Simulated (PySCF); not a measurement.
Static response to an electric field

SnH2Me(pyrrolidide), C₅H₁₃NSn.
Cartesian coordinates in Å at the PBE0-D3(BJ)/def2-SVP level; atoms count from 1:
```xyz
20
C5H13NSn angstrom
Sn     1.2228    1.4489    0.9328
H      1.0987    1.4088    2.6441
H      2.8520    1.3334    0.4041
C      0.2837    3.2170    0.1337
H      0.3350    3.2053   -0.9642
H      0.7960    4.1167    0.5044
H     -0.7705    3.2560    0.4420
N      0.3272   -0.2683    0.2846
C     -0.9866   -0.6787    0.7242
C     -1.1237   -2.1080    0.1710
C     -0.1463   -2.1530   -1.0229
C      0.4543   -0.7390   -1.0757
H     -1.8021   -0.0438    0.3070
H     -1.0757   -0.6352    1.8224
H     -2.1606   -2.3328   -0.1204
H     -0.8326   -2.8419    0.9363
H      0.6467   -2.8935   -0.8439
H     -0.6404   -2.4230   -1.9682
H      1.5058   -0.7325   -1.4076
H     -0.1212   -0.1222   -1.8045
```

Level: wB97X-D/def2-SVPD (PySCF), static field, nuclei fixed, core orbitals frozen in the response. The polarisability tensor in these axes (au):

```
x   101.74   6.75   1.18
y     6.75 119.66   4.78
z     1.18   4.78 100.67
```

Give the principal values, the mean and the anisotropy Δα = √{½[(α1 − α2)² + (α2 − α3)² + (α1 − α3)²]}.

Principal values 99.15, 99.94 and 123.00 au; mean 107.36 au = 15.91 Å³ = 17.70 × 10⁻⁴⁰ C²·m²/J; Δα = 23.47 au (22 % of the mean).

What is the dipole moment, and where does it point?

(-0.43, 0.76, -0.36) D, 0.95 D in size, pointing from the negative to the positive side. Measured along this direction, the outermost atoms are H17 and H16 at the negative end and H7, H5 and H6 at the positive end.

Find the Langevin capture rate constant for NO+ (29.998 u) meeting this molecule (207.007 u), k = 2.342 × 10⁻⁹ cm³/s × √(α in Å³ / reduced mass in u).

The reduced mass is 26.20 u, so k = 1.82 × 10⁻⁹ cm³/s. The formula leaves out the permanent dipole, which adds to the capture rate.

Give the principal axes and the span of the nuclei along them.

Largest value along (0.31, 0.93, 0.21), where the nuclei span 7.04 Å; middle along (-0.67, 0.05, 0.74), 4.12 Å; least along (0.67, -0.37, 0.64), 3.49 Å. The response follows the extents in order.

In TDDFT the mean static polarisability is Σ f/ω² over all singlet excitations (ω in hartree). How much of it do the 10 lowest give? Their energies (eV) and oscillator strengths: 5.31, 0.0297; 5.85, 0.0105; 5.94, 0.0311; 6.50, 0.0007; 6.60, 0.0056; 7.06, 0.0024; 7.16, 0.0242; 7.29, 0.0999; 7.83, 0.0289; 7.92, 0.0145.

They add up to 4.06 au, 3.8 % of the 107.36 au; the largest single term is 1.39 au, from the state at 7.29 eV. Terms in order: 0.78, 0.23, 0.65, 0.01, 0.09, 0.04, 0.35, 1.39, 0.35, 0.17 au. Higher excitations give the rest. The strengths listed sum to 0.247.

Rayleigh depolarisation ratio (linearly polarised light, static tensor)?

ρ = 3Δα²/(45ᾱ² + 4Δα²) = 1652.2/(518676 + 2202.9) = 0.00317.

What would n − 1 = 2πNα be for an ideal gas of these molecules at 500 K and 1 atm, electronic part alone?

N = p/kT = 1.4678 × 10¹⁹ cm⁻³, so n − 1 = 2π × N × 15.91 × 10⁻²⁴ cm³ = 1467 × 10⁻⁶ at long wavelengths.

Isolated species at its PBE0-D3(BJ)/def2-SVP geometry (one conformer only). Atoms past krypton carry effective core potentials; spin–orbit coupling is left out.

The run behind these numbers computed excited states as well. Time: 4.3 min wall, 3.6 min CPU (with the writing of density and orbital grids); peak memory 1.4 GiB. Hardware: one thread of an Intel Xeon at 2.50 GHz, shared host with 64 logical CPUs at a one-minute load of 63.
